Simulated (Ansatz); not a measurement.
Total energies of Ge(CN)H3 (CH₃GeN) from Ansatz at PBE0-D4/def2-TZVP, gas phase (1 Eh = 27.2114 eV = 2625.5 kJ/mol). The reference geometry is relaxed at r2SCAN-D4/def2-TZVP.

```csv
state,geometry,energy (Eh)
charge 0 singlet,reference,-2171.29815
charge 1 doublet,reference,-2170.85624
charge 1 doublet,relaxed at r2SCAN-D4/def2-TZVP,-2170.94264
free Ge atom (triplet),–,-2076.65516
free C atom (triplet),–,-37.80537
free N atom (quartet),–,-54.54382
free H atom (doublet),–,-0.50104
```

(1) Work out the vertical ionisation energy to the doublet.

(2) How much does the charge 1 doublet relax, and what is the adiabatic ionisation energy?

(3) What is the binding energy per atom against free atoms?

(1) E(charge 1 doublet) − E(charge 0 singlet) = -2170.85624 − (-2171.29815) = 0.44191 Eh = 12.02 eV. For comparison, −ε of the highest occupied level is 9.70 eV at this level, 2.32 eV less.

(2) Relaxation: -2170.85624 − (-2170.94264) = 0.08640 Eh = 2.35 eV. Adiabatic ionisation energy: 0.35551 Eh = 9.67 eV, without zero-point energy. Bonds change on the way (1 lost, 2 formed), so the relaxed form is another species. 

(3) Atoms: 1 × (-2076.65516) + 1 × (-37.80537) + 1 × (-54.54382) + 3 × (-0.50104) = -2170.50747 Eh. Binding: -2170.50747 − (-2171.29815) = 0.79068 Eh = 21.52 eV, or 3.59 eV for each of 6 atoms (no zero-point energy, no counterpoise term).
